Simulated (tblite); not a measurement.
Input of a run (GFN2-xTB geometry optimisation, gas phase (tblite 0.8.0)), started from a force field or distance geometry:
```
{"job": {"kind": "relax", "xc": "GFN2-xTB", "basis": "xTB"}, "charge": 0, "multiplicity": 1}
C     -2.569700    -1.208300    -0.321300
C     -1.649800    -0.030200    -0.602800
C     -0.563400     0.118800     0.488500
C      0.491500    -0.965300     0.456800
N      1.688700    -0.288500     0.048200
Si     3.214600    -1.102200    -0.206400
N      1.549200     1.067800    -0.051700
C      0.311300     1.326500     0.224000
C     -0.233500     2.709500     0.243600
H     -3.076400    -1.094300     0.654500
H     -3.357500    -1.256300    -1.092400
H     -2.046200    -2.162100    -0.323100
H     -1.186500    -0.156000    -1.569800
H     -2.243900     0.878600    -0.651900
H     -1.030500     0.225500     1.479200
H      0.258900    -1.789100    -0.213100
H      0.648200    -1.375800     1.475100
H      2.991500    -2.564700    -0.030200
H      3.714300    -0.848900    -1.574500
H      4.207700    -0.645200     0.817400
H      0.575100     3.444700     0.285300
H     -0.829400     2.891500    -0.659100
H     -0.869000     2.851000     1.133900
```

Output (eV, eV/Å):
```
step      E/eV     max force
  0    -750.30898    2.163
  1    -750.41552    1.151
  2    -750.43683    0.522
  3    -750.44697    0.247
  4    -750.45306    0.170
  5    -750.45731    0.207
  6    -750.46218    0.142
  7    -750.46509    0.106
  8    -750.46746    0.097
  9    -750.46939    0.114
 10    -750.47125    0.099
 11    -750.47294    0.099
 12    -750.47443    0.086
 13    -750.47561    0.089
 14    -750.47664    0.077
 15    -750.47772    0.078
 16    -750.47882    0.072
 17    -750.47978    0.068
 18    -750.48054    0.067
 19    -750.48129    0.064
 20    -750.48226    0.076
 21    -750.48349    0.087
 22    -750.48472    0.073
 23    -750.48577    0.069
 24    -750.48673    0.081
 25    -750.48773    0.090
 26    -750.48867    0.070
 27    -750.48931    0.047
 28    -750.48968    0.044
 29    -750.48994    0.039
 30    -750.49016    0.033
 31    -750.49030    0.029
 32    -750.49039    0.025
 33    -750.49048    0.027
 34    -750.49060    0.029
 35    -750.49073    0.028
 36    -750.49086    0.031
 37    -750.49098    0.030
 38    -750.49110    0.027
 39    -750.49122    0.027
 40    -750.49131    0.019
 41    -750.49138    0.024
 42    -750.49146    0.026
 43    -750.49155    0.027
 44    -750.49164    0.023
 45    -750.49173    0.021
 46    -750.49181    0.021
 47    -750.49192    0.025
 48    -750.49204    0.027
 49    -750.49215    0.025
 50    -750.49223    0.020
 51    -750.49231    0.022
 52    -750.49240    0.022
 53    -750.49247    0.019
 54    -750.49254    0.022
 55    -750.49260    0.022
 56    -750.49268    0.022
 57    -750.49276    0.025
 58    -750.49282    0.022
 59    -750.49287    0.016
 60    -750.49292    0.018
 61    -750.49297    0.017
 62    -750.49301    0.014
 63    -750.49305    0.013
 64    -750.49308    0.016
 65    -750.49311    0.014
 66    -750.49315    0.012
 67    -750.49319    0.016
 68    -750.49323    0.020
 69    -750.49328    0.020
 70    -750.49335    0.019
 71    -750.49341    0.019
 72    -750.49347    0.017
 73    -750.49352    0.014
 74    -750.49357    0.016
 75    -750.49364    0.021
 76    -750.49373    0.022
 77    -750.49381    0.025
 78    -750.49389    0.024
 79    -750.49399    0.023
 80    -750.49413    0.036
 81    -750.49430    0.043
 82    -750.49446    0.036
 83    -750.49459    0.020
 84    -750.49469    0.020
 85    -750.49476    0.016
 86    -750.49481    0.016
 87    -750.49485    0.012
 88    -750.49488    0.012
 89    -750.49492    0.013
 90    -750.49495    0.013
 91    -750.49498    0.012
 92    -750.49501    0.015
 93    -750.49504    0.012
 94    -750.49508    0.012
 95    -750.49512    0.011
 96    -750.49516    0.016
 97    -750.49520    0.015
 98    -750.49525    0.016
 99    -750.49529    0.016
100    -750.49534    0.014
101    -750.49538    0.017
102    -750.49545    0.021
103    -750.49553    0.021
104    -750.49561    0.019
105    -750.49569    0.021
106    -750.49579    0.027
107    -750.49593    0.032
108    -750.49609    0.030
109    -750.49625    0.024
110    -750.49637    0.027
111    -750.49649    0.025
112    -750.49662    0.035
113    -750.49686    0.031
114    -750.49697    0.025
115    -750.49715    0.030
116    -750.49735    0.034
117    -750.49765    0.043
118    -750.49800    0.039
119    -750.49823    0.061
120    -750.49837    0.066
121    -750.49879    0.045
122    -750.49901    0.035
123    -750.49949    0.043
124    -750.49969    0.037
125    -750.49994    0.032
126    -750.50032    0.035
127    -750.50050    0.028
128    -750.50073    0.030
129    -750.50090    0.032
130    -750.50114    0.033
131    -750.50145    0.046
132    -750.50194    0.061
133    -750.50257    0.066
134    -750.50333    0.058
135    -750.50415    0.060
136    -750.50488    0.056
137    -750.50436    0.119
138    -750.50562    0.059
139    -750.50581    0.032
140    -750.50612    0.027
141    -750.50622    0.024
142    -750.50639    0.021
143    -750.50648    0.018
144    -750.50655    0.019
145    -750.50662    0.015
146    -750.50669    0.015
147    -750.50677    0.018
148    -750.50687    0.023
149    -750.50699    0.027
150    -750.50712    0.029
151    -750.50725    0.027
152    -750.50739    0.029
153    -750.50757    0.030
154    -750.50784    0.037
155    -750.50822    0.055
156    -750.50875    0.078
157    -750.50943    0.088
158    -750.51018    0.068
159    -750.51084    0.052
160    -750.51088    0.077
161    -750.51159    0.055
162    -750.51186    0.044
163    -750.51238    0.031
164    -750.51265    0.034
165    -750.51296    0.041
166    -750.51325    0.032
167    -750.51350    0.029
168    -750.51372    0.027
169    -750.51381    0.020
170    -750.51388    0.018
171    -750.51394    0.024
172    -750.51403    0.027
173    -750.51411    0.025
174    -750.51420    0.018
175    -750.51427    0.019
176    -750.51432    0.018
177    -750.51438    0.015
178    -750.51444    0.015
179    -750.51453    0.018
180    -750.51464    0.023
181    -750.51479    0.030
182    -750.51498    0.030
183    -750.51518    0.025
184    -750.51535    0.026
185    -750.51547    0.029
186    -750.51557    0.021
187    -750.51566    0.016
188    -750.51577    0.017
189    -750.51583    0.017
190    -750.51590    0.014
191    -750.51594    0.012
192    -750.51599    0.010
```

**Question.** Summarise the run.

**Answer.** The energy falls by 20.0 kJ/mol over 192 L-BFGS steps, the largest force on an atom goes from 2.16 to 0.010 eV/Å, and the atoms move by 0.392 Å rms after alignment. The bond that changes most is Si6–H20 (SiH3 silicon to Si–H hydrogen), which shortens by 0.045 Å. Bonds longer at the end by more than 0.005 Å: 6 of 23; shorter: 13. Among the angles that change most is H18–Si6–H20, from 108.5° to 114.2°. Among the dihedrals that turn most is C4–N5–Si6–H20, from -114° to -172°. The energy rose by more than 1e-5 eV at step 137. The first step brought 51 % of the lowering.

**Question.** What are the final bond lengths?

**Answer.** C1–C2 1.524 Å, C2–C3 1.530 Å, C3–C4 1.537 Å, C4–N5 1.465 Å, N5–Si6 1.724 Å, N5–N7 1.352 Å, N7=C8 1.272 Å, C8–C9 1.484 Å, C3–C8 1.522 Å, C1–H10 1.088 Å, C1–H11 1.088 Å, C1–H12 1.088 Å, C2–H13 1.093 Å, C2–H14 1.092 Å, C3–H15 1.096 Å, C4–H16 1.094 Å, C4–H17 1.093 Å, Si6–H18 1.468 Å, Si6–H19 1.472 Å, Si6–H20 1.453 Å, C9–H21 1.086 Å, C9–H22 1.090 Å, C9–H23 1.090 Å. Numbering counts from 1 in the input's order; the species is `CC[C@H]1CN([SiH3])N=C1C`.

Its GFN2-xTB frequencies are all real (lowest 44 cm⁻¹). One conformer, not necessarily the lowest. 2 starts were optimised and ended at 0.00 and 0.21 kcal/mol (GFN2-xTB); the lowest of these is shown.

These are computed values.
